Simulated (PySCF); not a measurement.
C3H4BCl (SMILES C#CB(C)Cl), singlet, at a GFN2-xTB geometry. Base run: HF/6-31G run with PySCF.

Input for PySCF:
```python
from pyscf import gto, scf, solvent

mol = gto.M(
    atom='''
B     0.24202355   -0.13325459    0.18816859
C    -1.02470511   -0.90421260   -0.10276437
C    -2.04182611   -1.50407499   -0.34236790
H    -2.92796345   -2.03199848   -0.54872117
Cl    0.38612487    1.45107517   -0.45244876
C     1.40856061   -0.77435029    1.03991355
H     2.16414063   -0.05552057    1.34526076
H     1.90975251   -1.54658759    0.45583513
H     1.02765348   -1.27207121    1.92972349
''',
    basis='6-31g',
    verbose=4,
)

mf = scf.RHF(mol)
mf.kernel()
mf.analyze()
```

Variants of this job, named by their change:

```csv
change,ΔE vs base (kcal/mol),dipole (D),HOMO-LUMO gap (eV)
base,0.000,2.26,13.09
model = IEF-PCM; solvent = 2-propanol; lebedev_order = 41,-3.48,2.77,13.16
model = IEF-PCM; solvent = 2-propanol,-3.47,2.76,13.16
model = IEF-PCM; solvent = dichloromethane,-3.13,2.72,13.15
model = SS(V)PE; solvent = 2-propanol,-3.43,2.76,13.16
model = IEF-PCM; solvent = methanol,-3.59,2.78,13.16
model = IEF-PCM; solvent = 2-propanol; vdw_scale = 1.0,-6.26,2.90,13.29
model = IEF-PCM; solvent = 2-propanol; vdw_scale = 1.1,-4.63,2.84,13.21
model = IEF-PCM; solvent = 2-propanol; r_probe = 0.5,-1.48,2.57,13.09
model = IEF-PCM; solvent = 2-propanol; vdw_scale = 1.4,-2.03,2.64,13.10
model = C-PCM; solvent = 2-propanol,-3.56,2.77,13.16
model = COSMO; solvent = 2-propanol,-3.46,2.76,13.16
```

The base is the gas phase, so ΔE is the electrostatic part of solvation at a fixed geometry, without cavity and dispersion terms.
